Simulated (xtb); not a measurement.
C$_{2}$H$_{3}$O$_{2}$, doublet, from a rough starting geometry; GFN2-xTB (xtb).

The xtb input:
```
$ xtb mol.xyz --gfn 2 --uhf 1 --opt vtight --json

# file mol.xyz
7

C     -0.04227059     0.49363288     0.05653608
O      0.18578834     1.71589990     0.03258641
O     -1.24403178    -0.04763731     0.04417046
H     -1.86782221     0.68427516     0.00286134
C      1.06099670    -0.58038195     0.00220026
H      0.92441407    -1.17408827     0.86908878
H      0.95055129    -1.14502254    -0.85263414
```

Output, abridged:

```
   ID    Z sym.   atoms
    1    6 C      1, 5
    2    8 O      2, 3
    3    1 H      4, 6, 7

           -------------------------------------------------
          |                Calculation Setup                |
           -------------------------------------------------

           -------------------------------------------------
          |                 G F N 2 - x T B                 |
           -------------------------------------------------

          ...................................................
          :                      SETUP                      :
          :.................................................:
          :  # basis functions                  19          :
          :  # atomic orbitals                  19          :
          :  # shells                           11          :
          :  # electrons                        23          :
          :  max. iterations                   250          :
          :  Hamiltonian                  GFN2-xTB          :
          :  restarted?                      false          :
          :  GBSA solvation                  false          :
          :  PC potential                    false          :
          :  electronic temp.          300.0000000     K    :
          :  accuracy                    1.0000000          :
          :  -> integral cutoff          0.2500000E+02      :
          :  -> integral neglect         0.1000000E-07      :
          :  -> SCF convergence          0.1000000E-05 Eh   :
          :  -> wf. convergence          0.1000000E-03 e    :
          :  Broyden damping             0.4000000          :
          :  net charge                          0          :
          :  unpaired electrons                  1          :
          ...................................................

 iter      E             dE          RMSdq      gap      omega  full diag
   1    -13.9105288 -0.139105E+02  0.591E+00    4.39       0.0  T
   2    -13.9458507 -0.353219E-01  0.314E+00    3.54       1.0  T
   3    -13.9484547 -0.260407E-02  0.187E+00    3.89       1.0  T
   4    -13.9520133 -0.355858E-02  0.236E-01    3.58       1.0  T
   5    -13.9521959 -0.182525E-03  0.870E-02    3.59       1.0  T
   6    -13.9522039 -0.803546E-05  0.293E-02    3.60       1.3  T
   7    -13.9522064 -0.248394E-05  0.105E-02    3.59       3.6  T
   8    -13.9522065 -0.150195E-06  0.164E-03    3.59      23.1  T
   9    -13.9522065 -0.353248E-08  0.474E-04    3.59      79.7  T
[...]
 * total energy  :   -13.8642109 Eh     change       -0.1862768E-02 Eh
 * total energy  :   -13.8660576 Eh     change       -0.1846726E-02 Eh
 * total energy  :   -13.8673616 Eh     change       -0.1303992E-02 Eh
 * total energy  :   -13.8677302 Eh     change       -0.3685709E-03 Eh
 * total energy  :   -13.8678682 Eh     change       -0.1380523E-03 Eh
 * total energy  :   -13.8679156 Eh     change       -0.4736417E-04 Eh
 * total energy  :   -13.8679271 Eh     change       -0.1154384E-04 Eh
 * total energy  :   -13.8679309 Eh     change       -0.3793460E-05 Eh
 * total energy  :   -13.8679313 Eh     change       -0.3558118E-06 Eh
 * total energy  :   -13.8679329 Eh     change       -0.1638348E-05 Eh
 * total energy  :   -13.8679331 Eh     change       -0.1303942E-06 Eh
 * total energy  :   -13.8679331 Eh     change       -0.1206711E-07 Eh
   *** GEOMETRY OPTIMIZATION CONVERGED AFTER 32 ITERATIONS ***
         :: total energy             -13.867933071426 Eh    ::
[...]

     #   Z          covCN         q      C6AA      α(0)
     1   6 C        2.689     0.353    21.006     7.501
     2   8 O        0.857    -0.408    21.837     6.265
     3   8 O        1.661    -0.387    20.594     6.126
     4   1 H        0.805     0.329     0.639     1.256
     5   6 C        2.836    -0.086    30.134     8.996
     6   1 H        0.926     0.098     1.803     2.100
     7   1 H        0.926     0.100     1.785     2.089

 Mol. C6AA /au·bohr⁶  :        514.108224
 Mol. C8AA /au·bohr⁸  :      11500.699208
 Mol. α(0) /au        :         34.333147

Wiberg/Mayer (AO) data.
largest (>0.10) Wiberg bond orders for each atom

 ---------------------------------------------------------------------------
     #   Z sym  total        # sym  WBO       # sym  WBO       # sym  WBO
 ---------------------------------------------------------------------------
     1   6 C    3.936 --     2 O    1.636     5 C    1.209     3 O    1.089
     2   8 O    1.994 --     1 C    1.636     5 C    0.175     3 O    0.169
     3   8 O    2.175 --     1 C    1.089     4 H    0.870     2 O    0.169
     4   1 H    0.892 --     3 O    0.870
     5   6 C    3.388 --     1 C    1.209     6 H    0.977     7 H    0.976
                             2 O    0.175
     6   1 H    0.990 --     5 C    0.977
     7   1 H    0.990 --     5 C    0.976
 ---------------------------------------------------------------------------

Topologies differ in total number of bonds
Writing topology from bond orders to xtbtopo.mol

molecular dipole:
                 x           y           z       tot (Debye)
 q only:       -0.079      -0.700       0.319
   full:       -0.155      -0.706       0.349       2.041
molecular quadrupole (traceless):
                xx          xy          yy          xz          yz          zz
 q only:        3.829      -3.806      -2.389       0.013       2.061      -1.440
  q+dip:        4.582      -5.126      -2.669       0.225       2.566      -1.912
   full:        4.290      -4.891      -3.131       0.635       3.149      -1.159

optimized geometry written to: xtbopt.xyz

           -------------------------------------------------
          | TOTAL ENERGY              -13.867933071426 Eh   |
          | GRADIENT NORM               0.000024015957 Eh/α |
          | HOMO-LUMO GAP               5.299949665818 eV   |
           -------------------------------------------------

normal termination of xtb
```
